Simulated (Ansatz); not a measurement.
A nudged elastic band was laid between two geometries of BF3 + ClH (6 atoms, charge 0, multiplicity 1).

The calculation used RKS B3LYP-D4/def2-SVP (Ansatz 0.2.0).

```yaml
movable_images: 5
climbing_image: yes
spring: 5.0 eV/Å²
optimiser: quadratic models (default)
start_path: through a guess of the saddle point
force_threshold: 0.05 eV/Å
iteration_limit: 60
end_points: relaxed
```

Initial state:

```xyz
6
Properties=species:S:1:pos:R:3
B -0.004 0.310 -0.058
F -0.003 0.574 1.236
F 1.133 0.260 -0.714
F -1.145 0.190 -0.698
Cl 0.090 -2.556 0.904
H 0.067 -1.893 2.012
```

Final state:

```xyz
6
Properties=species:S:1:pos:R:3
B 0.018 -0.476 -0.345
F 0.010 0.099 1.930
F 1.136 0.163 -0.594
F -1.140 0.094 -0.584
Cl 0.072 -2.207 0.058
H 0.041 -0.786 2.217
```

(1) Which bonds break or form, and what moves?

(2) Give the energies along the band, and the barrier.

(3) What is the geometry of the highest image?

(4) What are the harmonic wavenumbers there?

Answers

(1) Bonds broken: B1–F2, Cl5–H6. Bonds formed: B1–Cl5, F2–H6. BF3 + ClH becomes BClF2 + FH.

(2) The forces met the threshold. The highest image is number 4 of 0 to 6, 116.9 kJ/mol above the first end and 46.3 kJ/mol above the last; the last end lies 70.6 kJ/mol above the first. A vibrational analysis at the climbing image gives one clearly imaginary mode, 887i cm⁻¹: a first-order saddle point. The orbitals stay closed-shell, which can raise the energy where a bond breaks towards radicals; this wasn't checked here.

```
image  path coordinate (Å)  energy (kJ/mol)  B1–F2 (Å)  Cl5–H6 (Å)  B1–Cl5 (Å)
    0                 0.00              0.0       1.32        1.29        3.02
    1                 0.36              2.3       1.33        1.29        2.92
    2                 0.73             17.0       1.34        1.30        2.63
    3                 1.09             66.7       1.40        1.36        2.28
    4                 1.46            116.9       1.55        1.59        2.04
    5                 1.96             81.4       1.95        2.07        1.83
    6                 2.47             70.6       2.35        2.58        1.78
```

(3) 
```xyz
6
Properties=species:S:1:pos:R:3
B 0.013 -0.229 0.016
F 0.010 0.103 1.534
F 1.149 0.156 -0.534
F -1.149 0.089 -0.524
Cl 0.072 -2.193 0.546
H 0.043 -1.041 1.645
```

(4) 887i, 231, 311, 378, 411, 513, 614, 778, 1053, 1116, 1466, 1689 cm⁻¹.

The run took 2.8 min on 1 thread of Arm Neoverse V1 (shared host), peak memory 0.15 GiB.
